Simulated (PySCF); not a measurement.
All values below come from r2SCAN-D4/def2-TZVP (PySCF 2.14.0). Isolated molecules, 0 K electronic values unless said otherwise. Excitations are Tamm–Dancoff values on a coarser integration grid. The basis has no diffuse functions, so Rydberg states are missing or too high.

Reference species (SMILES): `[H]/B=C1\BO1` (neutral, multiplicity 1).

```
Quantity               Value
-------------------  -------
HOMO–LUMO gap        2.58 eV
T1 excitation (TDA)  1.78 eV
```

Changed species: `C1B2OB21`.

Question: What does the change do to the HOMO–LUMO gap and T1 excitation (TDA)?

Answer: the HOMO–LUMO gap increases by 0.27 eV, to 2.85 eV; the T1 excitation (TDA) falls by 0.34 eV, to 1.44 eV.
